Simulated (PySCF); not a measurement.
CH$_{3}$Se$_{2}$, doublet, geometry from GFN2-xTB; B3LYP/STO-3G in PySCF.

PySCF was given this input:
```python
from pyscf import gto, scf, dft

mol = gto.Mole()
mol.atom = '''
    C    -2.115472   -0.418797    0.074881
    Se   -0.554195    0.772414   -0.092372
    Se    1.138492   -0.643262    0.069978
    H    -2.072655   -0.923079    1.036731
    H    -3.009808    0.192204    0.006492
    H    -2.090800   -1.147513   -0.731129
'''
mol.basis = 'sto-3g'
mol.charge = 0
mol.spin = 1
mol.verbose = 4
mol.build()

mf = dft.UKS(mol)
mf.xc = 'b3lyp'
mf.kernel()
```

Output, abridged:

```
PySCF version 2.14.0

[INPUT] verbose = 4
[INPUT] num. atoms = 6
[INPUT] num. electrons = 77
[INPUT] charge = 0
[INPUT] spin (= nelec alpha-beta = 2S) = 1
[INPUT] symmetry False subgroup None
[INPUT] Mole.unit = angstrom
[INPUT] Symbol           X                Y                Z      unit          X                Y                Z       unit  Magmom
[INPUT]  1 C     -2.115472000000  -0.418797000000   0.074881000000 AA   -3.997662704186  -0.791411631789   0.141504581934 Bohr   0.0
[INPUT]  2 Se    -0.554195000000   0.772414000000  -0.092372000000 AA   -1.047276769603   1.459650914780  -0.174557781578 Bohr   0.0
[INPUT]  3 Se     1.138492000000  -0.643262000000   0.069978000000 AA    2.151438075008  -1.215589006340   0.132239254745 Bohr   0.0
[INPUT]  4 H     -2.072655000000  -0.923079000000   1.036731000000 AA   -3.916750300710  -1.744366501337   1.959137654846 Bohr   0.0
[INPUT]  5 H     -3.009808000000   0.192204000000   0.006492000000 AA   -5.687712807525   0.363212920046   0.012268102001 Bohr   0.0
[INPUT]  6 H     -2.090800000000  -1.147513000000  -0.731129000000 AA   -3.951039381241  -2.168485294378  -1.381633571727 Bohr   0.0

nuclear repulsion = 410.232589401843
number of shells = 22
number of NR pGTOs = 132
number of NR cGTOs = 44
basis = sto-3g
ecp = {}

******** <class 'pyscf.dft.uks.UKS'> ********
method = UKS
initial guess = minao
damping factor = 0
level_shift factor = 0
DIIS = <class 'pyscf.scf.diis.CDIIS'>
diis_start_cycle = 1
diis_space = 8
diis_damp = 0
SCF conv_tol = 1e-09
SCF conv_tol_grad = None
SCF max_cycles = 50
direct_scf = True
direct_scf_tol = 1e-13
number electrons alpha = 39  beta = 38
XC library pyscf.dft.libxc version 7.1.2
    S. Lehtola, C. Steigemann, M. J. T. Oliveira, and M. A. L. Marques,  SoftwareX 7, 1–5 (2018)
XC functionals = b3lyp
    P. J. Stephens, F. J. Devlin, C. F. Chabalowski, and M. J. Frisch,  J. Phys. Chem. 98, 11623 (1994)
radial grids:
    Treutler-Ahlrichs [JCP 102, 346 (1995); DOI:10.1063/1.469408] (M4) radial grids

becke partition: Becke, JCP 88, 2547 (1988); DOI:10.1063/1.454033
pruning grids: <function nwchem_prune>
grids dens level: 3
symmetrized grids: False
atomic radii adjust function: <function treutler_atomic_radii_adjust>
small_rho_cutoff = 0
Set gradient conv threshold to 3.16228e-05
tot grids = 84392
init E= -4783.02481351904

cycle= 1 E= -4789.01918081371  delta_E= -5.99  |g|= 0.323  |ddm|= 2.29
cycle= 2 E= -4788.94057461143  delta_E= 0.0786  |g|= 0.478  |ddm|= 1.87
cycle= 3 E= -4789.1612649309  delta_E= -0.221  |g|= 0.0553  |ddm|= 1.26
cycle= 4 E= -4789.16412874151  delta_E= -0.00286  |g|= 0.0298  |ddm|= 0.207
cycle= 5 E= -4789.16503286097  delta_E= -0.000904  |g|= 0.00993  |ddm|= 0.0829
cycle= 6 E= -4789.16512824597  delta_E= -9.54e-05  |g|= 0.00212  |ddm|= 0.0263
cycle= 7 E= -4789.16513492832  delta_E= -6.68e-06  |g|= 0.000242  |ddm|= 0.0077
cycle= 8 E= -4789.16513503328  delta_E= -1.05e-07  |g|= 3.3e-05  |ddm|= 0.00112
cycle= 9 E= -4789.16513503622  delta_E= -2.94e-09  |g|= 7.37e-06  |ddm|= 0.000186
cycle= 10 E= -4789.16513503635  delta_E= -1.33e-10  |g|= 1.76e-06  |ddm|= 4.54e-05
Extra cycle  E= -4789.16513503636  delta_E= -1.09e-11  |g|= 1.67e-06  |ddm|= 8.78e-06
converged SCF energy = -4789.16513503636  <S^2> = 0.75045264  2S+1 = 2.0004526
```
